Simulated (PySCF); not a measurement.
A GIAO shielding run with PySCF 2.14 (density fitting, non-relativistic, gas phase) on `C(Cl)C#C[C@@H]1C[SiH2]O[SiH2]1`, C$_{5}$H$_{9}$ClOSi$_{2}$:

```
$ OMP_NUM_THREADS=1 python probes_run.py task.json out

{"job": {"kind": "nmr", "xc": "PBE0", "basis": "pcSseg-1"}, "charge": 0, "multiplicity": 1}
Cl     3.830332     2.226812    -1.190661
C      3.610110     0.486033    -0.743096
C      2.253665     0.240416    -0.334598
C      1.106010     0.124558     0.003001
C     -0.268282    -0.088712     0.365833
C     -0.855459    -1.331694    -0.337521
Si    -2.750650    -1.115044    -0.388028
O     -2.802878     0.523534    -0.279507
Si    -1.439209     1.392841    -0.032846
H      3.870319    -0.093868    -1.630014
H      4.316897     0.284868     0.063473
H     -0.309930    -0.251044     1.449919
H     -0.466453    -1.370318    -1.357888
H     -0.515965    -2.242681     0.155936
H     -3.439354    -1.639763     0.787568
H     -3.361234    -1.468678    -1.662143
H     -1.680446     2.243561     1.123973
H     -1.106231     2.085494    -1.269818
```

Hardware: 1 thread of an Intel Xeon, shared host. The job also computes population analyses, field gradients, ring-centre shieldings.

(1) How large is the calculation?

(2) How long does it take, and how much memory does it need?

## Answers

(1) 92 electrons, 219 basis functions and 1205 auxiliary functions.

(2) 110 s of wall time, with 15 SCF cycles and 5 response iterations; peak memory 1.1 GiB. Times on a shared host scatter by some tens of per cent.
